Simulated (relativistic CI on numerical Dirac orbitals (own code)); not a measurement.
# Hyperfine structure of Au73+, mass number 197

Computed by Dirac-Coulomb-Breit CI, separate exchange-only KLI orbitals for each configuration, a model potential for QED, unscaled Slater integrals (own radial code, finite nucleus).

CI space (outside the closed core 1s2): 2s²2p², 2s2p³, 2p⁴, 2p³3s, 2s²2p3s, 2p³3p, 2p³3d, 2s²2p3p, 2s²2p3d, 2s2p²3s, 2s2p²3p, 2s2p²3d, 2s²2p4s, 2s²2p4p, 2s²2p4d, 2s²2p4f. Levels of other configurations are missing.

Nuclear spin I = 3/2, μ = 0.1452 μN, Q = 0.547 b (tables of Stone and Pyykkö). The electronic factors are computed for point nuclear moments, without core polarisation or the Bohr-Weisskopf and QED corrections.

```
     Level   E (eV)  A (GHz)  B (GHz)
2s²2p² ³P1  1917.15   -127.5      576
2s²2p² ¹D2  1935.52    332.3     1100
2s²2p² ³P2  3881.94    103.4     48.8
2s2p³ ⁵S°2  4141.52    605.7      142
2s2p³ ³D°3  4187.74    762.8     -2.6
2s2p³ ³S°1  4284.59   -807.3     -284
2s2p³ ¹D°2  4293.12   -70.43    -93.1
2s2p³ ³P°1  4298.06     2000      166
```

Levels with J = 0, under 50 % of one LS term, or S terms without an open s electron are left out. Small factors come from cancelling terms and can be off by tens of per cent or more.

At this charge energies of transitions that change n are usually good to better than 1 %, and those within a shell (Δn = 0) to a few per cent.

Problem. Give the hyperfine levels of 2s²2p² ³P1 relative to its centre of gravity.

Solution. With K = F(F + 1) − I(I + 1) − J(J + 1), E = AK/2 + B[¾K(K + 1) − I(I + 1)J(J + 1)]/[2I(2I − 1)J(2J − 1)]: F = 1/2: 1039, F = 3/2: -448.7, F = 5/2: -47.18 GHz.

LS names give the leading component of a level, which can be under half, so a name can repeat, a term be missing and a line seem to break the LS rules.
